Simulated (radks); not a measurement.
Results of a calculation; reference values are marked as such.
Neutral gallium inside a hard spherical wall (all orbitals vanish at R), configuration held at [Ar] 3d10 4s2 4p1 and not refilled when levels cross. Level of theory: scalar-relativistic Kohn-Sham, PBE, spin-polarised, spherical densities, finite nucleus; open shells are filled with parallel spins first; Fermi nuclear charge, rms radius 3.9973 fm (a radial shooting solver on a logarithmic mesh with Libxc functionals). Eigenvalues in eV for spin up, with the zero of energy where the potential of the charges vanishes at infinity; a dash marks a level that is unbound or too diffuse for the functional's potential to be trusted. A positive occupied level is held by the wall or, in an anion where self-interaction has pushed it up, behind a barrier. The pressure on the wall is -dE/dV.

| R (bohr) | E (hartree) | kinetic (hartree) | e(3p) | e(3d) | e(4s) | e(4p) | e(5s, empty) | e(5p, empty) | pressure (GPa) |
|---|---|---|---|---|---|---|---|---|---|
| free | -1943.93399 | 1976.962 | -98.791 | -19.108 | -9.218 | -2.870 | - | - | 0 |
| 20 | -1943.93399 | 1976.962 | -98.791 | -19.108 | -9.218 | -2.870 | -0.494 | 0.244 | < 0.0001 |
| 12 | -1943.93385 | 1976.963 | -98.770 | -19.087 | -9.201 | -2.853 | -0.086 | 1.316 | 0.00201 |
| 10 | -1943.93318 | 1976.968 | -98.703 | -19.021 | -9.152 | -2.796 | 0.524 | 2.483 | 0.0168 |
| 2.5 | -1941.00544 | 1986.846 | -77.400 | 1.857 | 21.708 | 36.950 | 134.27 | 150.85 | 1920 |
| 2 | -1936.31344 | 2001.460 | -60.180 | 19.973 | 60.725 | 81.358 | 255.74 | 274.50 | 9390 |
| 1.5 | -1918.94252 | 2053.226 | -16.583 | 68.357 | 184.70 | 211.90 | 572.06 | 585.46 | 70100 |
